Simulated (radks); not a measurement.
Values are calculated unless marked as measured or tabulated.
Polarisability of the tellurium ion Te3+, [Kr] 4d10 5s2 5p1, at imaginary frequency. Code: a radial shooting solver on a logarithmic mesh with Libxc functionals. Model: non-relativistic Kohn-Sham, LDA (Slater exchange, Perdew-Wang correlation), spin-unpolarised, spherical densities, point nucleus; relativity is left out, which matters for an element this heavy. Response by self-consistent Sternheimer equations with the Hartree and adiabatic LDA kernel.

w (hartree),alpha1(iw) (bohr^3)
0.00266,11.29
0.0143,11.28
0.0360,11.23
0.0697,11.09
0.118,10.75
0.186,10.06
0.280,8.891
0.413,7.258
0.605,5.415
0.892,3.732
1.35,2.430
2.12,1.487
3.59,0.7885
6.94,0.3056
17.5,0.06997

Static values: alpha1 = 11.29 bohr^3 (1.672 angstrom^3; uncoupled 20.71). C6 = 59.61, triple-dipole C9 = 463.9 atomic units. One-pole (London) frequency 4 C6 / (3 alpha1^2) = 0.624 hartree, against 1.169 for minus the highest occupied eigenvalue. The dipole shielding factor is 0.942, as the force sum rule N/Z = 0.942 demands.
